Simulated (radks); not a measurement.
Spherical quantum dot in the effective-mass picture: electrons in a hard-walled sphere of radius 8.92, with a point charge +1 (a donor) at the centre, all in effective atomic units (hartree* = m*/eps^2 hartree, bohr* = eps/m* bohr), one dielectric constant everywhere. Calculated with a radial shooting solver with Libxc functionals: non-relativistic Kohn-Sham, PBEsol, spin-polarised, spherical densities. Levels are named by radial order and angular momentum (1s, 1p, 1d, 2s, ...), and open shells are averaged over m.

N = 19, configuration 1s2 1p6 1d10 2s(up 1, down 0). This is the lowest configuration that the search found. Occupied levels:

| level | occupation | eigenvalue (hartree*) | <r> (bohr*) |
|---|---|---|---|
| 1s up | 1 | 2.4425 | 5.757 |
| 1s down | 1 | 2.4489 | 6.528 |
| 1p up | 3 | 2.4751 | 6.633 |
| 1p down | 3 | 2.4752 | 6.638 |
| 2s up | 1 | 2.5005 | 2.477 |
| 1d up | 5 | 2.5242 | 6.745 |
| 1d down | 5 | 2.5242 | 6.744 |

Energy (hartree*): total 22.9737, kinetic 4.7940, external -3.7410, Hartree 25.613, exchange-correlation -3.6925.

Electron density:

| r (bohr*) | n(r) (e/bohr*^3) |
|---|---|
| 0.708 | 0.07361 |
| 1.37 | 0.01965 |
| 2.04 | 0.005641 |
| 2.70 | 0.002098 |
| 3.37 | 0.001603 |
| 4.03 | 0.002338 |
| 4.70 | 0.004131 |
| 5.36 | 0.006933 |
| 6.03 | 0.01016 |
| 6.69 | 0.01209 |
| 7.36 | 0.01036 |
| 8.02 | 0.004816 |
| 8.69 | 0.0003519 |
